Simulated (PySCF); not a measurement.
Species: propyl methanesulfonate, C₄H₁₀O₃S.
Z-matrix (Å and degrees, PBE0-D3(BJ)/def2-SVP geometry), rows numbered from 1:
```
C 
C   1  1.5191
C   2  1.5153  1  113.92
O   3  1.4371  2  113.03  1   -54.34
S   4  1.6237  3  116.85  2   -67.30
C   5  1.7686  4   97.31  3  -153.82
O   5  1.4533  4  108.63  3   -39.50
O   5  1.4508  4  109.37  3    93.08
H   1  1.0992  2  110.44  3    62.23
H   1  1.0998  2  110.94  3  -178.41
H   1  1.1020  2  111.52  3   -58.20
H   2  1.1026  1  110.14  3  -122.60
H   2  1.1037  1  110.83  3   120.42
H   3  1.1000  2  111.43  1    61.61
H   3  1.1016  2  111.23  1  -176.87
H   6  1.0975  5  106.29  4  -176.63
H   6  1.0965  5  108.21  4   -57.72
H   6  1.0960  5  108.70  4    63.66
```

Computed with PySCF at CAM-B3LYP/def2-SVPD, non-relativistic, on one gas-phase PBE0-D3(BJ)/def2-SVP geometry that isn't relaxed in the solvent. The solvent is an IEF-PCM continuum (van der Waals radii × 1.2), and excitations are vertical TDDFT with non-equilibrium linear response and a frozen core. The model holds no explicit solvent molecules, cavitation or dispersion.

Gas-phase singlets (H = HOMO, L = LUMO):

```json
{"state": "S1", "E (eV)": "8.016", "λ (nm)": "155", "f": "0.004", "leading configuration": "H→L 75%"}
{"state": "S2", "E (eV)": "8.440", "λ (nm)": "147", "f": "0.012", "leading configuration": "H→L+6 22%"}
{"state": "S3", "E (eV)": "8.573", "λ (nm)": "145", "f": "0.046", "leading configuration": "H-1→L 77%"}
{"state": "S4", "E (eV)": "8.671", "λ (nm)": "143", "f": "0.034", "leading configuration": "H-2→L 66%"}
{"state": "S5", "E (eV)": "8.843", "λ (nm)": "140", "f": "0.022", "leading configuration": "H→L+1 28%"}
```

Question: How does the list change in cyclohexane (ε = 2.017)?

Answer: 
```json
{"state": "S1", "E (eV)": "8.073", "λ (nm)": "154", "f": "0.004", "leading configuration": "H→L 71%", "change by rank (eV)": "+0.057"}
{"state": "S2", "E (eV)": "8.517", "λ (nm)": "146", "f": "0.018", "leading configuration": "H→L+6 24%", "change by rank (eV)": "+0.077"}
{"state": "S3", "E (eV)": "8.615", "λ (nm)": "144", "f": "0.078", "leading configuration": "H-1→L 76%", "change by rank (eV)": "+0.042"}
{"state": "S4", "E (eV)": "8.731", "λ (nm)": "142", "f": "0.034", "leading configuration": "H-2→L 65%", "change by rank (eV)": "+0.060"}
{"state": "S5", "E (eV)": "8.918", "λ (nm)": "139", "f": "0.025", "leading configuration": "H-4→L 23%", "change by rank (eV)": "+0.075"}
```

Question: What are the lowest 5 singlets in benzene (ε = 2.271)?

Answer: 
```tsv
state	E (eV)	λ (nm)	f	leading configuration	change by rank (eV)
S1	8.079	153	0.005	H→L 71%	+0.063
S2	8.527	145	0.019	H→L+6 23%	+0.087
S3	8.618	144	0.083	H-1→L 76%	+0.045
S4	8.737	142	0.034	H-2→L 65%	+0.066
S5	8.926	139	0.025	H-4→L 24%	+0.083
```

Question: The ground-state energy changes by -0.178 eV from gas to benzene. By how much does the total energy of gas-phase S3 change?

Answer: E(S3) = E(S0) + excitation energy, so it changes by -0.178 + 0.045 = -0.133 eV: it is lowered less than the ground state, which is what a blue shift means. This is the vertical state, with the slow part of the continuum still set for S0.

Question: How do the frontier levels move from gas to benzene?

Answer: 
```json
{"orbital": "LUMO+2", "gas (eV)": "1.73", "solvent (eV)": "1.72", "change (eV)": "-0.01", "Löwdin shares, gas": "S5 50 %, O7 6 %, O4 6 %, H12 6 %", "Löwdin shares, solvent": "S5 54 %, O7 8 %, O4 7 %, O8 5 %"}
{"orbital": "LUMO+1", "gas (eV)": "1.45", "solvent (eV)": "1.59", "change (eV)": "+0.14", "Löwdin shares, gas": "S5 24 %, H14 11 %, C3 9 %, H13 8 %", "Löwdin shares, solvent": "S5 29 %, H14 9 %, H13 8 %, C3 8 %"}
{"orbital": "LUMO", "gas (eV)": "0.88", "solvent (eV)": "0.99", "change (eV)": "+0.11", "Löwdin shares, gas": "S5 34 %, C6 11 %, H18 9 %, H17 8 %", "Löwdin shares, solvent": "S5 33 %, C6 9 %, O4 8 %, H18 7 %"}
{"orbital": "HOMO", "gas (eV)": "-10.04", "solvent (eV)": "-10.08", "change (eV)": "-0.04", "Löwdin shares, gas": "O8 31 %, O4 29 %, O7 22 %, C3 6 %", "Löwdin shares, solvent": "O4 32 %, O8 27 %, O7 17 %, C3 8 %"}
{"orbital": "HOMO-1", "gas (eV)": "-10.51", "solvent (eV)": "-10.50", "change (eV)": "+0.01", "Löwdin shares, gas": "O8 34 %, O4 12 %, O7 10 %, C2 8 %", "Löwdin shares, solvent": "O8 27 %, O4 11 %, O7 11 %, C2 10 %"}
{"orbital": "HOMO-2", "gas (eV)": "-10.74", "solvent (eV)": "-10.78", "change (eV)": "-0.04", "Löwdin shares, gas": "O7 44 %, O8 14 %, O4 7 %, S5 7 %", "Löwdin shares, solvent": "O7 41 %, O8 18 %, C2 6 %, S5 6 %"}
{"orbital": "HOMO-3", "gas (eV)": "-11.08", "solvent (eV)": "-11.06", "change (eV)": "+0.02", "Löwdin shares, gas": "O7 27 %, O8 23 %, O4 11 %, C2 8 %", "Löwdin shares, solvent": "C1 22 %, C2 17 %, O4 14 %, H9 12 %"}
```

The HOMO–LUMO gap goes from 10.92 to 11.07 eV. Rows go by rank; for HOMO-3 and HOMO-2 the atom shares or the degeneracy differ between the runs, so the row needn't follow one orbital.

The run took about 90 s of CPU time (one thread, shared machine). This is the whole response run at CAM-B3LYP/def2-SVPD in benzene, SCF included.
